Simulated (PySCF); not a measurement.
A structure optimised at B3LYP-D3(BJ)/def2-SVP, used in a PySCF frequency run:

```xyz
10

C      2.2558    -0.1324    -1.1812
Si     0.4586     0.3115    -1.1288
O     -0.4678    -0.4950    -2.2435
O      0.3451     1.9383    -1.3841
I     -0.4766    -0.2939     1.1109
H      2.8176     0.4528    -0.4379
H      2.6595     0.0885    -2.1826
H      2.3992    -1.2023    -0.9697
H     -1.0501    -1.1907    -1.9170
H     -0.5414     2.3122    -1.4611
```
Charge 0, spin multiplicity 1.

Task: Write its SMILES and formula.

Result: C[Si](O)(O)I, CH₅IO₂Si

Task: What are its rotational constants (standard atomic weights)?

Result: 3.5877, 1.0969, 1.0733 GHz
